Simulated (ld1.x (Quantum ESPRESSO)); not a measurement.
# K: TM pseudisation with PBE, scalar-relativistic reference atom.

```json
{
 "Element": "potassium",
 "Generator": "ld1.x (Quantum ESPRESSO) 7.5",
 "Type": "norm-conserving Troullier–Martins (Kleinman–Bylander form)",
 "Functional": "PBE",
 "Relativity": "scalar-relativistic",
 "Frozen core": "[Ne] 3s2",
 "Valence charge": "7",
 "Reference configuration": "3p6 3d0 4s0.5 4p0 (charge +0.5)",
 "Partial waves": "3p (bound): rc 1.45 bohr; 3d (bound, empty): rc 4.20 bohr; 4s (bound): rc 2.95 bohr",
 "Local potential": "the s channel",
 "Core correction": "a·sin(br)/r model core inside 1.40 bohr"
}
```

- Cutoffs needed: 40 Ry and 55 Ry (the cutoffs (Ry, on a coarse ladder) from which the occupation-weighted sum of valence levels, in a spherical-Bessel basis at the reference potential, stays within 10 and 1 mRy of its value at 400 Ry)
- Ghost test: no extra level below or beside the all-electron valence levels (p, d, s, f tested) (spherical-Bessel basis up to 400 Ry, 20 bohr box)
- Largest excitation error: -323 meV (all-electron minus pseudo) for 3p5 3d0 4s1 4p0, out of 6 test configurations
